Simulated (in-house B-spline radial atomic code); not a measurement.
The numbers below are computed, except where a source is named.
# What the choice of pseudopotential does to G0W0 on PBE0: Ca⁺

All numbers come from an all-electron radial atomic-structure program (B-spline basis), non-relativistic, configuration [Ar] 4s1, open shells at high spin. Semilocal Troullier-Martins pseudo-atoms, one channel per l, are made with PBE or LDA for several valence sets and radii, with or without a model core, and set against the all-electron atom. One channel fits only the lowest state of its l, so a second state of that l is approximate. All electrons give 4s up: PBE0 -9.915 eV, G0W0 -12.285 eV, 3p down: PBE0 -37.13 eV, G0W0 -41.67 eV. Potentials are made in the ion's own configuration unless the neutral atom is named, and a smooth local potential serves every l without a channel. Potentials that miss their own reference levels by more than 6 millihartree, or need radii over 3.5 bohr, are left out. Columns give pseudo minus all-electron, in eV; a dash marks a level in the core or of low weight.

| valence | made with | radii (bohr) | model core (bohr) | 4s up PBE0 | 4s up G0W0 | 3p down PBE0 | 3p down G0W0 |
| --- | --- | --- | --- | --- | --- | --- | --- |
| 3p 4s | LDA, neutral atom | s 2.68 p 0.84 d 1.92 | none | -0.16 | -0.37 | - | - |
| 3p 4s | PBE, neutral atom | s 3.40 p 1.05 d 2.40 | none | -0.15 | -0.36 | - | - |
| 3p 4s | LDA, neutral atom | s 3.40 p 1.21 d 2.76 | none | -0.15 | -0.37 | - | - |
| 3p 4s | PBE | s 3.40 p 1.36 d 3.12 | none | -0.16 | -0.37 | - | - |
| 3p 4s | PBE, neutral atom | s 2.73 p 0.84 d 1.92 | 0.65 | -0.14 | -0.35 | - | - |
| 3p 4s | PBE, neutral atom | s 3.40 p 1.05 d 2.40 | 0.65 | -0.14 | -0.34 | - | - |
| 3p 4s | PBE, neutral atom | s 3.40 p 1.21 d 2.76 | 0.65 | -0.14 | -0.35 | - | - |
| 3p 4s | LDA, neutral atom | s 3.40 p 1.36 d 3.12 | 0.65 | -0.13 | -0.35 | - | - |
| 3s 3p 4s | PBE, neutral atom | s 0.81 p 0.84 d 1.92 | none | -0.08 | -0.11 | -0.04 | -0.16 |
| 3s 3p 4s | PBE, neutral atom | s 0.91 p 0.94 d 2.16 | none | -0.05 | -0.07 | -0.02 | -0.15 |
| 3s 3p 4s | LDA, neutral atom | s 1.01 p 1.05 d 2.40 | none | -0.03 | -0.05 | -0.16 | -0.28 |
| 3s 3p 4s | LDA, neutral atom | s 1.31 p 1.36 d 3.12 | none | -0.10 | -0.13 | -0.20 | -0.23 |
| 3s 3p 4s | PBE | s 0.91 p 0.94 d 2.16 | 0.62 | -0.02 | -0.03 | +0.02 | -0.10 |
| 3s 3p 4s | PBE, neutral atom | s 1.16 p 1.21 d 2.76 | 0.62 | -0.03 | -0.04 | -0.01 | -0.08 |

Problem. How does the G0W0 shift of 4s up, which all sets hold, depend on the valence set?

Solution. Mean size: 3s 3p 4s: 0.07 eV; 3p 4s: 0.36 eV. The means mix radii and the functional used in making the potentials.
